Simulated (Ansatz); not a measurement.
Reaction (ligand exchange at the Sn–F bond): `N#[C][Sn]([F])([F])[Cl]` + HCl → `N#[C][Sn]([F])([Cl])[Cl]` + H–F

Isolated molecules relaxed with PBE0-D4/def2-TZVP in Ansatz; ΔE leaves out vibrations. CBS: MP2 limit from def2 TZ/QZ plus the TZ coupled-cluster correction, frozen cores. This one scheme is used for every species. DFT in def2-TZVPP. B3LYP here is the variant with VWN-RPA as its local correlation; programs differ in this. HSE06 is defined as in plane-wave codes. Elements past krypton have def2 core potentials. For Sn outer-core shells are correlated without core-valence functions, which leaves a few kJ/mol of doubt a bond.

```csv
level,ΔE (kJ/mol),difference from CCSD(T)/CBS
LDA (SPW92),-38.7,2.3
PBE-D4,-36.8,4.2
revPBE-D4,-36.8,4.2
BLYP-D4,-31.6,9.4
r2SCAN-D4,-34.3,6.7
B97M-V,-29.8,11.2
PBE0-D4,-43.1,-2.1
B3LYP-D4,-36.9,4.1
r2SCANh-D4,-37.2,3.8
r2SCAN0-D4,-41.1,-0.1
HSE06-D4,-43.5,-2.5
BHLYP-D4,-41.7,-0.7
CAM-B3LYP-D4,-31.9,9.1
ωB97X-V,-33.0,8.0
ωB97M-V,-36.6,4.4
B2PLYP,-34.1,6.9
PBE-QIDH,-43.6,-2.6
PBE,-33.3,7.7
BLYP,-25.0,16.0
r2SCAN,-33.4,7.6
B3LYP,-31.1,9.9
r2SCANh,-36.2,4.8
r2SCAN0,-40.0,1.0
HSE06,-40.4,0.6
BHLYP,-35.5,5.5
LC-ωPBE,-30.1,10.9
RPA@PBE/def2-TZVPP,-32.9,8.1
MP2/def2-SVP,-32.8,8.2
CCSD(T)/def2-SVP,-32.2,8.8
HF/def2-TZVPP,-36.5,4.5
MP2/def2-TZVPP,-44.6,-3.6
SCS-MP2/def2-TZVPP,-38.2,2.8
CCSD/def2-TZVPP,-37.6,3.4
CCSD(T)/def2-TZVPP,-38.1,2.9
HF/def2-QZVPP,-33.9,7.1
MP2/def2-QZVPP,-45.3,-4.3
SCS-MP2/def2-QZVPP,-39.0,2.0
HF/CBS(def2),-33.6,7.4
MP2/CBS(def2),-47.5,-6.5
CCSD/CBS(def2),-40.6,0.4
CCSD(T)/CBS,-41.0,0
```

Largest T1 diagnostic among the species: 0.014.

The D4 term adds −5.7 kJ/mol with B3LYP and −3.2 kJ/mol with PBE0; it sums over pairs of atoms, weighted by their polarisabilities, and B3LYP, whose exchange is more repulsive, gets the larger term. Leaving LDA and LC-ωPBE aside and taking each functional with its dispersion term where it has one, the values spread over 13.8 kJ/mol, from PBE-QIDH to B97M-V. LDA lies −5.4 kJ/mol from PBE without D4.

CCSD(T)/CBS has its own doubt, a few kJ/mol and more with outer-core shells, so smaller differences from it don't rank the levels.
